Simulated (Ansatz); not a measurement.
A made-up structure of BSnH$_{3}$S, singlet:

B1  (-0.874, -0.967, -0.315)
S2  (0.623, -1.603, 0.243)
Sn3  (0.214, 0.922, 0.071)
H4  (-1.927, -1.350, -0.699)
H5  (1.461, 1.488, -0.950)
H6  (1.663, -2.327, 0.738)
(Å)

It is relaxed with PBE-D4/def2-SVP and then PBE0-D4/def2-TZVP (Ansatz 0.2.0). Atoms count as bonded within 1.22 times the sum of their covalent radii (H–H: 0.88 Å). The end point is not checked to be a true minimum.

(1) Does its bonding change? (A judgement: the text doesn't fix the answer.)

## Answers

(1) By the calculation: Yes. Formed: none; broken: S2–Sn3.

Where it ends: The first stage lowers the energy by 2.28 eV in 16 steps. It ends as BSnH₃S ([SH][BH][SnH]):
B1  (-0.121, -0.761, -0.031)
S2  (1.073, -1.850, 0.685)
Sn3  (-0.049, 1.511, 0.163)
H4  (-1.052, -1.239, -0.615)
H5  (0.721, 1.559, -1.434)
H6  (0.588, -3.054, 0.321)
(Å)

Labels in which every atom is bracketed show which atoms are joined, not bond orders.

For scale, one of the runs: PBE0-D4/def2-TZVP relaxation, 136 basis functions, launched by `ansatz run in.yaml --threads 2 --pin off --events-out ev --progress --plain --max-ram 4352MiB`. The run took about 21 s on 2 CPU threads of an Arm Neoverse V2 (shared host).
